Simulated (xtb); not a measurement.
Input file for xtb: GFN2-xTB on BH3O2 (SMILES OBO), a point of a bond scan (R = 1.062 Å).

```
$ xtb mol.xyz --gfn 2 --sp --chrg 0 --uhf 0
6

B     -0.32498421    -0.27208544    -0.23351835
H     -1.10969041    -0.98710405    -0.77860010
O     -0.27461651     1.03161116    -0.60531554
H      0.45202127     1.58729277    -0.06615102
O      0.51652967    -0.72310754     0.74487213
H      0.41334292    -1.65727393     0.94490509
```

Program output:

```
[...]
           -------------------------------------------------
          |                Calculation Setup                |
           -------------------------------------------------



           -------------------------------------------------
          |                 G F N 2 - x T B                 |
           -------------------------------------------------

        Reference                      10.1021/acs.jctc.8b01176
      * Hamiltonian:
        H0-scaling (s, p, d)           1.850000    2.230000    2.230000
        zeta-weighting                 0.500000
      * Dispersion:
        s8                             2.700000
        a1                             0.520000
        a2                             5.000000
        s9                             5.000000
      * Repulsion:
        kExp                           1.500000    1.000000
        rExp                           1.000000
      * Coulomb:
        alpha                          2.000000
        third order                    shell-resolved
        anisotropic                    true
        a3                             3.000000
        a5                             4.000000
        cn-shift                       1.200000
        cn-exp                         4.000000
        max-rad                        5.000000


          ...................................................
          :                      SETUP                      :
          :.................................................:
          :  # basis functions                  15          :
          :  # atomic orbitals                  15          :
          :  # shells                            9          :
          :  # electrons                        18          :
          :  max. iterations                   250          :
          :  Hamiltonian                  GFN2-xTB          :
          :  restarted?                      false          :
          :  GBSA solvation                  false          :
          :  PC potential                    false          :
          :  electronic temp.          300.0000000     K    :
          :  accuracy                    1.0000000          :
          :  -> integral cutoff          0.2500000E+02      :
          :  -> integral neglect         0.1000000E-07      :
          :  -> SCF convergence          0.1000000E-05 Eh   :
          :  -> wf. convergence          0.1000000E-03 e    :
          :  Broyden damping             0.4000000          :
          :  net charge                          0          :
          :  unpaired electrons                  0          :
          ...................................................

 iter      E             dE          RMSdq      gap      omega  full diag
   1    -10.9133727 -0.109134E+02  0.892E+00    8.50       0.0  T
   2    -11.0195651 -0.106192E+00  0.536E+00    6.91       1.0  T
   3    -11.0238809 -0.431585E-02  0.224E+00    7.48       1.0  T
   4    -11.0285507 -0.466974E-02  0.706E-01    7.28       1.0  T
   5    -11.0265946  0.195604E-02  0.734E-01    7.61       1.0  T
   6    -11.0305054 -0.391081E-02  0.586E-02    7.42       1.0  T
   7    -11.0305087 -0.329052E-05  0.218E-02    7.42       1.9  T
   8    -11.0305102 -0.144405E-05  0.379E-03    7.42      10.8  T
   9    -11.0305101  0.548243E-07  0.297E-03    7.42      13.7  T
  10    -11.0305102 -0.642746E-07  0.101E-03    7.42      40.5  T
  11    -11.0305102 -0.381995E-08  0.252E-04    7.42     162.0  T
  12    -11.0305102 -0.381021E-09  0.125E-04    7.42     326.3  T

   *** convergence criteria satisfied after 12 iterations ***

         #    Occupation            Energy/Eh            Energy/eV
      -------------------------------------------------------------
         1        2.0000           -0.6872536             -18.7011
       ...           ...                  ...                  ...
         3        2.0000           -0.5862907             -15.9538
         4        2.0000           -0.5728306             -15.5875
         5        2.0000           -0.5225709             -14.2199
         6        2.0000           -0.5029481             -13.6859
         7        2.0000           -0.4795274             -13.0486
         8        2.0000           -0.4531754             -12.3315
         9        2.0000           -0.4359855             -11.8638 (HOMO)
        10                         -0.1631542              -4.4397 (LUMO)
        11                         -0.0095343              -0.2594
        12                          0.1079217               2.9367
        13                          0.2962359               8.0610
        14                          0.4321944              11.7606
        15                          0.4715637              12.8319
      -------------------------------------------------------------
                  HL-Gap            0.2728313 Eh            7.4241 eV
             Fermi-level           -0.2995699 Eh           -8.1517 eV

 SCC (total)                   0 d,  0 h,  0 min,  0.003 sec
 SCC setup                      ...        0 min,  0.000 sec (  3.000%)
 Dispersion                     ...        0 min,  0.000 sec (  1.085%)
 classical contributions        ...        0 min,  0.000 sec (  0.539%)
 integral evaluation            ...        0 min,  0.000 sec ( 17.433%)
 iterations                     ...        0 min,  0.001 sec ( 52.803%)
 molecular gradient             ...        0 min,  0.001 sec ( 20.930%)
 printout                       ...        0 min,  0.000 sec (  3.820%)

         :::::::::::::::::::::::::::::::::::::::::::::::::::::
         ::                     SUMMARY                     ::
         :::::::::::::::::::::::::::::::::::::::::::::::::::::
         :: total energy             -10.971832938229 Eh    ::
         :: gradient norm              0.084024094167 Eh/a0 ::
         :: HOMO-LUMO gap              7.424117727289 eV    ::
         ::.................................................::
         :: SCC energy               -11.030510079707 Eh    ::
         :: -> isotropic ES            0.073908735483 Eh    ::
         :: -> anisotropic ES          0.001916446788 Eh    ::
         :: -> anisotropic XC         -0.000877853610 Eh    ::
         :: -> dispersion             -0.001481198305 Eh    ::
         :: repulsion energy           0.058677141478 Eh    ::
         :: add. restraining           0.000000000000 Eh    ::
         :: total charge               0.000000000000 e     ::
         :::::::::::::::::::::::::::::::::::::::::::::::::::::

           -------------------------------------------------
          |                Property Printout                |
           -------------------------------------------------

    * Orbital Energies and Occupations

         #    Occupation            Energy/Eh            Energy/eV
      -------------------------------------------------------------
         1        2.0000           -0.6872536             -18.7011
         2        2.0000           -0.6753541             -18.3773
         3        2.0000           -0.5862907             -15.9538
         4        2.0000           -0.5728306             -15.5875
         5        2.0000           -0.5225709             -14.2199
         6        2.0000           -0.5029481             -13.6859
         7        2.0000           -0.4795274             -13.0486
         8        2.0000           -0.4531754             -12.3315
         9        2.0000           -0.4359855             -11.8638 (HOMO)
        10                         -0.1631542              -4.4397 (LUMO)
        11                         -0.0095343              -0.2594
        12                          0.1079217               2.9367
        13                          0.2962359               8.0610
Note: The following floating-point exceptions are signalling: IEEE_DENORMAL
normal termination of xtb
        14                          0.4321944              11.7606
        15                          0.4715637              12.8319
      -------------------------------------------------------------
                  HL-Gap            0.2728313 Eh            7.4241 eV
             Fermi-level           -0.2995699 Eh           -8.1517 eV

     #   Z          covCN         q      C6AA      α(0)
     1   5 B        2.505     0.430    16.913     7.172
     2   1 H        0.930    -0.112     5.985     3.825
     3   8 O        1.562    -0.444    21.793     6.299
     4   1 H        0.775     0.306     0.710     1.327
     5   8 O        1.592    -0.479    22.474     6.398
     6   1 H        0.805     0.299     0.723     1.335

 Mol. C6AA /au·bohr⁶  :        307.895804
 Mol. C8AA /au·bohr⁸  :       6731.103095
 Mol. α(0) /au        :         26.356135


Wiberg/Mayer (AO) data.
largest (>0.10) Wiberg bond orders for each atom

 ---------------------------------------------------------------------------
     #   Z sym  total        # sym  WBO       # sym  WBO       # sym  WBO
 ---------------------------------------------------------------------------
     1   5 B    3.356 --     3 O    1.232     5 O    1.170     2 H    0.944
     2   1 H    0.988 --     1 B    0.944
     3   8 O    2.191 --     1 B    1.232     4 H    0.878
     4   1 H    0.907 --     3 O    0.878
     5   8 O    2.147 --     1 B    1.170     6 H    0.893
     6   1 H    0.910 --     5 O    0.893
 ---------------------------------------------------------------------------

Topologies differ in total number of bonds
Writing topology from bond orders to xtbtopo.mol

molecular dipole:
                 x           y           z       tot (Debye)
 q only:        0.229      -0.245       0.306
   full:        0.351      -0.371       0.467       1.758
molecular quadrupole (traceless):
                xx          xy          yy          xz          yz          zz
 q only:       -1.549       1.257       3.443      -1.147      -0.129      -1.894
  q+dip:       -1.725       2.176       4.274      -1.418       0.446      -2.550
   full:       -1.809       1.720       4.212      -2.022       0.234      -2.403


           -------------------------------------------------
          | TOTAL ENERGY              -10.971832938229 Eh   |
          | GRADIENT NORM               0.084024094167 Eh/α |
          | HOMO-LUMO GAP               7.424117727289 eV   |
           -------------------------------------------------

------------------------------------------------------------------------
------------------------------------------------------------------------
 total:
 SCF:
```

The run finished.

Cost: about 0.03 core-seconds (a rough figure).
